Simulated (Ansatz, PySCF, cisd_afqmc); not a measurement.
Species: P2H4, charge 0, singlet. P2H4 (phosphanylphosphane, SMILES PP).
B3LYP-D3(BJ)/def2-TZVP minimum from Ansatz (an electronic-structure program):
```
P
H 1 1.4206
H 1 1.4206 2 92.33
P 1 2.2503 2 93.65 3 -93.89
H 4 1.4206 1 93.65 2 -86.71
H 4 1.4206 5 92.33 1 93.89
```

Atomisation energy term by term, kcal/mol (programs: Ansatz, cisd_afqmc). Radicals and triplets start from unrestricted determinants; spin-orbit coupling is neglected. Correlated methods leave the cores frozen. Rows without X2C or -DK are non-relativistic. AFQMC is phaseless with a CISD trial state; ± is one standard error, without the phaseless bias. Outlying blocks are dropped, and bars are widened where a walk drifts. Over all cases where full CI ran beside it in this data, AFQMC minus full CI had a median of +0.1 mEh and passed +0.4 mEh in a tenth of the cases. CBS(X,Y): correlation extrapolated as X^-3, Hartree-Fock from the larger set (Q,5: extrapolated as (X+1)exp(-9√X)). A bracket is a step between two methods taken in the basis named. 'core' is core correlation in cc-pwCVTZ (1s frozen past Ne), 'X2C' scalar relativity in cc-pVTZ-DK, both at CCSD(T). Where a partner has so few electrons that a lower coupled-cluster level is exact, that level stands in.

```tsv
term	basis	kcal/mol
Hartree-Fock	CBS(cc-pV(Q+d)Z,cc-pV(5+d)Z)	250.55
CCSD correlation	CBS(cc-pV(Q+d)Z,cc-pV(5+d)Z)	113.44
(T)	CBS(cc-pV(Q+d)Z,cc-pV(5+d)Z)	5.72
CCSDT(Q) - CCSD(T)	cc-pV(T+d)Z	0.28
core correlation	cc-pwCVTZ	0.78
scalar relativity	X2C, cc-pVTZ-DK	-0.79
minus zero-point energy	Hessian by PySCF at B3LYP-D3(BJ)/def2-TZVP	-21.84
sum: D0		348.2
```

The step beyond CCSD(T) by other levels: AFQMC/CISD in cc-pV(D+d)Z 0.16 ± 0.18; CCSDT(Q) in cc-pV(D+d)Z 0.57 kcal/mol.
